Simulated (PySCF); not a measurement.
## How methods differ on the ionisation energy of Sc+

Sc+ [Ar] 3d1 4s1 (3D) → Sc(2+) [Ar] 3d1 (2D), as a difference of total energies. Computed with PySCF 2.14 in def2-TZVPPD (6s6p4d2f1g, 67 functions), with the non-relativistic Hamiltonian (point nucleus). Correlated levels: valence and next inner shell: [Ne] frozen. The calculations carry no spin-orbit coupling.

```json
{"method": "UHF", "ionisation energy (eV)": "12.160", "difference from reference (eV)": "-0.640"}
{"method": "MP2 (valence and next inner shell)", "ionisation energy (eV)": "12.694", "difference from reference (eV)": "-0.106"}
{"method": "SCS-MP2 (valence and next inner shell)", "ionisation energy (eV)": "12.571", "difference from reference (eV)": "-0.229"}
{"method": "CCSD (valence and next inner shell)", "ionisation energy (eV)": "12.687", "difference from reference (eV)": "-0.113"}
{"method": "CCSD(T) (valence and next inner shell)", "ionisation energy (eV)": "12.715", "difference from reference (eV)": "-0.085"}
```

Reference: 12.800 eV (measured; NIST Atomic Spectra Database, ionization energies).

These non-relativistic numbers lack the scalar-relativistic shift.

Errors of the correlated levels include the incompleteness of this basis and the frozen core.
